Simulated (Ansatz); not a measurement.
Geometry optimisation, RKS BHLYP-D4/def2-SVP in Ansatz 0.2.0.

Input file:

```yaml
crystal:
  periodic: [false, false, false]
  atoms:
    - { symbol: Sn, position_ang: [0.213044, 0.435819, -0.14035] }
    - { symbol: H, position_ang: [-0.433014, -0.640656, 2.527936] }
    - { symbol: O, position_ang: [1.870724, -0.414941, -0.7239] }
    - { symbol: H, position_ang: [1.937886, -0.692935, -1.638114] }
    - { symbol: Cl, position_ang: [-0.473704, 1.940461, -1.796703] }
    - { symbol: H, position_ang: [-1.05644, -0.622301, 0.173426] }
    - { symbol: O, position_ang: [0.84622, 1.499737, 1.368271] }
    - { symbol: Si, position_ang: [2.266759, 2.261614, 1.740312] }
    - { symbol: H, position_ang: [3.290727, 1.280486, 2.167248] }
    - { symbol: H, position_ang: [2.782282, 3.017506, 0.574339] }
    - { symbol: H, position_ang: [2.002393, 3.198401, 2.853684] }
    - { symbol: H, position_ang: [-0.093875, -0.027591, 2.666852] }
basis:
  gaussian: { orbitals: def2-SVP }
hamiltonian:
  xc: { name: BHLYP }
  dispersion: d4
relax:
  f_tol: 0.03
  max_steps: 50
```

Run as:

```bash
$ ansatz run input.yaml --threads 4 --pin off --max-ram 5120MiB --backend cpu --events-out ev --progress --plain --runs-dir out
```

Question: Where does it end, and by what steps?

Answer: The forces met the threshold. The force dipped under the threshold on the way, but the program's further checks kept it going. After 32 steps the energy has fallen by 0.189 eV; H11 moved furthest, 1.03 Å.

| step | energy less start (eV) | largest force component (eV/Å) | accepted |
| --- | --- | --- | --- |
| 0 | 0.0000 | 1.491 | yes |
| 2 | -0.1222 | 0.156 | yes |
| 4 | -0.1419 | 0.415 | yes |
| 6 | -0.1562 | 0.469 | yes |
| 8 | -0.1657 | 0.240 | yes |
| 10 | -0.1663 | 0.316 | no |
| 12 | -0.1756 | 0.066 | yes |
| 14 | -0.1775 | 0.020 | yes |
| 16 | -0.1797 | 0.077 | yes |
| 18 | -0.1813 | 0.092 | yes |
| 20 | -0.1835 | 0.065 | yes |
| 22 | -0.1847 | 0.085 | yes |
| 24 | -0.1865 | 0.088 | yes |
| 26 | -0.1871 | 0.116 | yes |
| 28 | -0.1875 | 0.051 | yes |
| 30 | -0.1882 | 0.033 | yes |
| 32 | -0.1887 | 0.026 | yes |

```xyz
12
Properties=species:S:1:pos:R:3
Sn 0.250 0.392 -0.381
H -0.412 -0.607 3.427
O 1.355 -0.720 -1.539
H 2.187 -0.340 -1.819
Cl -0.200 2.413 -1.467
H -1.132 -0.460 0.060
O 1.318 0.914 1.162
Si 2.215 2.188 1.710
H 2.969 1.749 2.904
H 3.173 2.635 0.669
H 1.346 3.332 2.072
H 0.083 -0.260 2.976
```

Whether the end is a true minimum wasn't checked by a vibrational analysis.

The run took 86 s on 4 threads of Arm Neoverse V1 (shared host), peak memory 0.35 GiB.
